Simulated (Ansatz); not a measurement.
Reactions of `[SiH3]SS`.

Isolated molecules relaxed with PBE0-D4/def2-TZVP in Ansatz; ΔE leaves out vibrations. CCSD(T)/CBS adds triple-zeta CCSD(T) − MP2 to the extrapolated MP2 energy (def2 sets, frozen cores). This one scheme is used for every species. Functionals use def2-TZVPP. B3LYP here is the variant with VWN-RPA as its local correlation; programs differ in this. Each species was taken in one conformer, which may not be the lowest.

```tsv
reaction	CCSD(T)/CBS(def2) (kJ/mol)
`[SiH3]SS` + `N[SiH2]F` → `F[SiH2]N[SiH3]` + `SS`	5
`[SiH3]SS` + `COB(C)O` → `COB(C)O[SiH3]` + `SS`	?
`[SiH3]SS` + `S[SiH2]Cl` → `[SiH3]S[SiH2]Cl` + `SS`	-7
`[SiH3]SS` + `[OH][Al]([OH])[OH]` → `[OH][Al]([OH])[O][SiH3]` + `SS`	-50
`[SiH3]SS` + `[OH][Al]([OH])[Cl]` → `[OH][Al]([Cl])[O][SiH3]` + `SS`	?
`[SiH3]SS` + `C=C(N)S` → `C=C(N)S[SiH3]` + `SS`	-5
```

Task: Fill in the missing values. (An estimate is asked.)

Result: Computed: `[SiH3]SS` + `COB(C)O` → `COB(C)O[SiH3]` + `SS`: -31.0 kJ/mol; `[SiH3]SS` + `[OH][Al]([OH])[Cl]` → `[OH][Al]([Cl])[O][SiH3]` + `SS`: -50.2 kJ/mol.

Largest T1 diagnostic: 0.012, for `[OH][Al]([OH])[OH]`.
